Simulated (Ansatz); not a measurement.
The same path of C2H6AlNO (11 atoms, charge 0, multiplicity 1) was run 3 times with different band settings. The coordinate that changes most is the height of N3 over the plane of its neighbours.

The calculation used RKS PBE0-D4/def2-SVP in Ansatz.

Relaxed end points:

```xyz
11
Properties=species:S:1:pos:R:3
C -1.199 1.177 0.549
Al 0.144 -0.136 0.039
N 1.109 -1.035 1.226
C 0.495 -0.530 -1.913
O -0.125 0.094 -2.750
H -1.178 1.419 1.623
H -1.067 2.115 -0.016
H -2.211 0.810 0.308
H 1.808 -1.734 0.999
H 1.047 -0.935 2.234
H 1.243 -1.302 -2.277
```

```xyz
11
Properties=species:S:1:pos:R:3
C -1.192 1.183 0.549
Al 0.151 -0.131 0.038
N 1.290 -0.843 1.197
C 0.301 -0.736 -1.885
O -0.440 -0.237 -2.708
H -1.267 1.321 1.640
H -0.964 2.165 0.102
H -2.187 0.893 0.173
H 2.007 -1.523 0.971
H 1.327 -0.633 2.189
H 1.040 -1.517 -2.246
```

Common settings: movable images 7; climbing image yes; spring 5.0 eV/Å²; start path IDPP; end points relaxed.

| run | optimiser | force threshold | iteration limit |
| --- | --- | --- | --- |
| 1 | quadratic models (default) | 0.05 eV/Å | 52 |
| 2 | quadratic models (default) | 0.5 eV/Å | 60 |
| 3 | lbfgs | 0.05 eV/Å | 60 |

**Question.** What does each run give, and how far can it be trusted?

**Answer.** Run 1: converged after 5 iterations, highest image 0.000 eV above the first end. The highest image is an end point: on this band no image between the ends rises above it.
Run 2: converged after 1 iterations, highest image 0.001 eV above the first end. The threshold of 0.5 eV/Å is loose, so the images may lie well off the minimum-energy path. The top lies less than 8 meV above the higher end, about what the thresholds resolve: that end is a shoulder or a very shallow well. Another band between the same ends (7 images) ends at a top of the same energy, where a vibrational analysis finds no clearly imaginary modes.
Run 3: converged after 3 iterations, highest image 0.000 eV above the first end. The highest image is an end point: on this band no image between the ends rises above it.
